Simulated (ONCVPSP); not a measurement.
## Transferability test, ONCV potential for Mn

Mn (Z = 25), optimised norm-conserving Vanderbilt (ONCV), made with ONCVPSP 4.0.1 (LDA (Perdew-Zunger), scalar-relativistic). Core [Ne], reference 3s2 3p6 3d5 4s0.5 (charge +1.5). Waves: 3s+4s: rc 1.30 bohr, ncon 4, nbas 7, qcut 8.3 1/bohr, 2 projectors; 3p: rc 1.35 bohr, ncon 3, nbas 6, qcut 10.9 1/bohr, 2 projectors, debl 3.2 Ha; 3d: rc 1.80 bohr, ncon 4, nbas 8, qcut 8.3 1/bohr, 2 projectors, debl 1 Ha. Local part: polynomial inside 1.00 bohr (lpopt 3, dvloc0 0 Ha). Core correction: Teter function, fcfact 5, rcfact 1.5.

Energies are relative to the spin-unpolarised reference configuration 3s2 3p6 3d5 4s0.5; without spin polarisation the order of configurations can differ from experiment.

```csv
valence configuration,charge,ΔE all-electron (eV),error AE − PS (meV)
3s2 3p6 3d5 4s1,+1,-7.007,+1.1
3s2 3p6 3d5 4s0,+2,8.870,+0.2
3s2 3p6 3d5 4s1 4p1,0,-11.735,+3.0
```

Problem. What are ΔE and the potential's error for 3s2 3p6 3d5 4s2?

Solution. ΔE = -15.660 eV all-electron; the error (AE − PS) is +5.5 meV.

Levels in the configuration 3s2 3p6 3d5 4s0:

```csv
level,all-electron (eV),pseudo (eV)
3s,-103.308,-103.336
3p,-72.400,-72.418
3d,-24.619,-24.637
```
